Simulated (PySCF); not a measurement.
Si(H)(Cl)(Me)(NH2) (CH₆ClNSi), SMILES C[SiH](Cl)N. The structure is a stationary point at PBE-D3(BJ)/def2-SVP. Other conformers were not sampled.

Q: Give the equilibrium geometry at PBE-D3(BJ)/def2-SVP (PySCF confirms it by a frequency run) as a Z-matrix. (An estimate is asked for; the answer gives what the named calculation found.)

A: This is not unique; one that fits is 
```
Si
N 1 1.7338
H 2 1.0240 1 118.13
H 2 1.0244 3 109.61 1 -139.23
H 1 1.4983 2 107.09 3 49.00
C 1 1.8731 5 113.86 2 -120.98
H 6 1.1078 1 110.62 5 -60.34
H 6 1.1086 7 108.89 1 -121.70
H 6 1.1092 7 107.64 8 -117.48
Cl 1 2.1135 5 105.66 2 122.19
```
Charge 0, spin multiplicity 1.
